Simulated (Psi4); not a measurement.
Pair of molecules, SMILES C=O with SMILES [H][H] (the first has 4 atoms); geometry from B3LYP-D3(BJ)/def2-TZVP, rigid monomers moved along the line of their centres of mass till C1···H5 is 2.79 Å.
(charge 0, multiplicity 1):
```
atom    x (Å)    y (Å)    z (Å)
----  -------  -------  -------
C     -0.3507  -0.5069   0.0418
O      0.3292   0.2420  -0.6019
H     -1.4029  -0.2741   0.2960
H      0.0351  -1.4735   0.4195
H      0.1419   0.3531   2.6502
H     -0.2991  -0.1429   2.9873
```

The numbers are results of SAPT0/jun-cc-pV(D+d)Z run with Psi4 1.11, not measurements.

Question: Which attractive term is largest, and how does the interaction split up?

Answer: electrostatics -32.9, exchange 67.8, induction -9.1, dispersion -21.6, total 4.2 meV; the largest attraction is electrostatics.
